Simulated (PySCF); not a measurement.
C₃H₇BO₂, SMILES C[C@@H]1COB1O.

Geometry: B3LYP-D3(BJ)/def2-SVP. The structure was generated by enumeration; whether it is a known compound was not checked. The values are those of a single conformer.

The numbers are results of M06-2X/def2-TZVP (PySCF), not measurements.

Gas-phase values at a fixed geometry.

Computed frontier levels, gap, dipole moment and polarisability:
The highest occupied level is -9.37 eV and the lowest empty level is 1.09 eV. The orbital gap comes out as 10.46 eV and the dipole moment is 0.639 e·Å. The quadrupole, principal values (traceless, Buckingham form, about the centre of nuclear charge) is -9.13, 1.42, 7.71 D·Å, the mean static polarisability comes out as 53.2 bohr³ (7.89 Å³) and the polarisability, principal values comes out as 45.3, 55.7, 58.7 bohr³.
